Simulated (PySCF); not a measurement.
## Worked example: chemical shift, span and skew from a shielding tensor

Al(Cl)(vinyl)(OH) (C₂H₄AlClO), SMILES C=[CH][Al]([OH])[Cl]. Atoms are numbered in the order given.

```xyz
9

Al    -0.1950     0.0417     0.0000
Cl     0.5346     2.0213     0.0000
C      0.9655    -1.4943     0.0000
C      0.4443    -2.7364     0.0000
H      2.0620    -1.4095     0.0000
H      1.0705    -3.6395     0.0000
H     -0.6399    -2.9100     0.0000
O     -1.8671    -0.2463     0.0000
H     -2.5682     0.4100     0.0000
```

Geometry optimised at r2SCAN-D4/def2-SVP. The structure was generated by enumeration; whether it is a known compound was not checked. Other conformers were not sampled.

GIAO shieldings from PBE/pcSseg-1 run with PySCF, non-relativistic, no solvent. The symmetric part of the tensor of C4 has the principal values -105.0, 20.2, 155.5 ppm. The same nucleus in TMS has σ = 182.0 ppm at this level (PySCF, at its B3LYP-D3(BJ)/def2-TZVP geometry). Without spin–orbit terms, shifts of atoms bonded to Cl or Br come out too high.

Q: Work out the isotropic shielding, the ¹³C shift against TMS, the span and the skew.

A: 
σ(iso) = (σ11 + σ22 + σ33)/3 = 23.6 ppm. δ = σ(ref) − σ(iso) = 182.0 − (23.6) = 158.4 ppm.
Span Ω = σ33 − σ11 = 260.5 ppm. Skew κ = 3(σ(iso) − σ22)/Ω = 0.04. Tumbling in solution averages the tensor to δ; in a static solid the shielding alone would spread this spin-1/2 line over Ω.
